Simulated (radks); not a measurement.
The numbers below are computed, except where a source is named.
Task: Ionisation ladder of gadolinium, from Gd22+ to Gd43+. Each ion is in the ground configuration listed by NIST, and IE = E(next ion) - E(this ion). Code: a radial shooting solver on a logarithmic mesh with Libxc functionals. Model: scalar-relativistic Kohn-Sham, PBEsol, spin-polarised, spherical densities, finite nucleus; open shells are filled with parallel spins first (spin-orbit coupling, left out, can overturn this in heavy ions); Fermi nuclear charge, rms radius 5.1569 fm.

species      configuration  IE, Delta-SCF (eV)  -e(HOMO) (eV)     HOMO  <r> HOMO (bohr)
Gd22+             [Kr] 4d6              719.88         700.81  4d down            0.558
Gd23+             [Kr] 4d5              769.40         749.57    4d up            0.551
Gd24+             [Kr] 4d4              809.99         789.92    4d up            0.545
Gd25+             [Kr] 4d3              851.07         830.77    4d up            0.539
Gd26+             [Kr] 4d2              892.59         872.09    4d up            0.534
Gd27+             [Kr] 4d1              934.50         913.82    4d up            0.528
Gd28+                 [Kr]                   ?         1093.9       4p            0.518
Gd29+    [Ar] 3d10 4s2 4p5              1156.9         1136.3  4p down            0.515
Gd30+    [Ar] 3d10 4s2 4p4              1198.7         1178.5  4p down            0.511
Gd31+    [Ar] 3d10 4s2 4p3                   ?         1232.0    4p up            0.507
Gd32+    [Ar] 3d10 4s2 4p2                   ?         1275.9    4p up            0.503
Gd33+    [Ar] 3d10 4s2 4p1              1340.3         1319.4    4p up            0.500
Gd34+        [Ar] 3d10 4s2              1488.9         1468.1       4s            0.486
Gd35+        [Ar] 3d10 4s1              1538.3         1517.3    4s up            0.483
Gd36+            [Ar] 3d10                   ?         2583.6       3d            0.214
Gd37+             [Ar] 3d9              2736.7         2686.1  3d down            0.212
Gd38+             [Ar] 3d8              2840.9         2789.8  3d down            0.210
Gd39+             [Ar] 3d7              2946.1         2894.5  3d down            0.208
Gd40+             [Ar] 3d6              3052.0         3000.1  3d down            0.207
Gd41+             [Ar] 3d5              3189.8         3135.8    3d up            0.204
Gd42+             [Ar] 3d4              3300.9         3246.4    3d up            0.202
Gd43+             [Ar] 3d3              3413.1         3358.1    3d up            0.200

Estimate the withheld Delta-SCF values.

Result: Gd28+: 1114.6 eV (NIST 1100); Gd31+: 1253.4 eV (NIST 1233); Gd32+: 1297.1 eV (NIST 1321); Gd36+: 2633.6 eV (NIST 2621).
